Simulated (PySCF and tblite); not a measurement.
C₄H₃ClS₂, numbered as in [SH:1][c:2]1[cH:3][c:4]([Cl:5])[cH:6][s:7]1. Conformers came from 60 starts (ETKDG and KDG, MMFF94s, GFN2-xTB); geometries are GFN2-xTB. Energies: PBE0-D3(BJ)/def2-SVP (IEF-PCM, acetonitrile), with GFN2-xTB thermal terms (modes under about 100 cm⁻¹ blended into free rotors). Symmetry numbers and mirror images are counted. Conformers within 2.5 kcal/mol (GFN2-xTB free energy) were kept, 5 at most. GIAO shieldings: wB97X-D/pcSseg-1 (IEF-PCM, acetonitrile). Shifts are against TMS (¹H), TMS (¹³C) at the same level. (PySCF 2.14, tblite 0.8.)

Torsions listed: H1–S1–C2–S7.

Two conformers hold nearly all the population. I: 0°; δ(C2) = 148.18 ppm. II: 180°; δ(C2) = 149.98 ppm. The average over the ensemble at 298.15 K is 148.81 ppm.

Task: What populations and free-energy difference follow from a two-state model?

Result: p(I) = (148.81 − 149.98)/(148.18 − 149.98) = 0.65, so K = p(II)/p(I) = 0.54 and G(II) − G(I) = −RT ln K = 0.37 kcal/mol. The weights computed directly are 64.8 % and 35.2 %.

The minima are those of GFN2-xTB; planar forms about aryl–S or allylic bonds may be saddles in DFT. Other tautomers (keto or thione forms) aren't considered and may dominate.
